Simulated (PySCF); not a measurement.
## ²⁹Si chemical shifts

No solvent, equivalent nuclei averaged, non-relativistic Hamiltonian, single conformer. GFN2-xTB geometry; PBE0/pcSseg-1 with gauge-including orbitals; PySCF 2.14.0 with density-fitted response routines.

Shieldings were converted by a linear fit to measured shifts: ²⁹Si: δ = 279.94 − 0.822σ (rms 8.9 ppm, 72 shifts, 25.8 ppm with the 6 outliers that the fit left out vs TMS, solution or neat liquid). A few per cent of atoms miss by over 2 rms, more outside the fitted compound classes.

(1) Give the ²⁹Si shifts of `COC1=C(C)O[Si@H](F)[SiH2]1`, `P[Si@@H]1CCC12CC2`, `C#C[C@@H]1CSC[C@H](F)[SiH2]1`.

(2) Order these by ²⁹Si shift, lowest first.
A. CCc1cc([SiH3])sc1F
B. C[Si](C)(C)CC#P
C. C#C[C@@H]1CSC[C@@H](F)[SiH2]1

Results:

(1) 
| compound | environment | δ (ppm) |
| --- | --- | --- |
| [CH3:1][O:2][C:3]1=[C:4]([CH3:5])[O:6][Si@H:7]([F:8])[SiH2:9]1 | Si7: silicon bonded to F, O, Si, H, in a 5-membered ring | 3.0 |
| [CH3:1][O:2][C:3]1=[C:4]([CH3:5])[O:6][Si@H:7]([F:8])[SiH2:9]1 | Si9: silicon bonded to C, Si, 2 H, in a 5-membered ring | -91.5 |
| P[Si@@H]1CCC12CC2 | silicon bonded to 2 C, P, H, in a 4-membered ring | -1.9 |
| C#C[C@@H]1CSC[C@H](F)[SiH2]1 | silicon bonded to 2 C, 2 H, in a 6-membered ring | -40.9 |

(2) A (-70.0 ppm, silicon bonded to C, 3 H), C (-42.0 ppm, silicon bonded to 2 C, 2 H, in a 6-membered ring), B (-2.1 ppm, silicon bonded to 4 C).
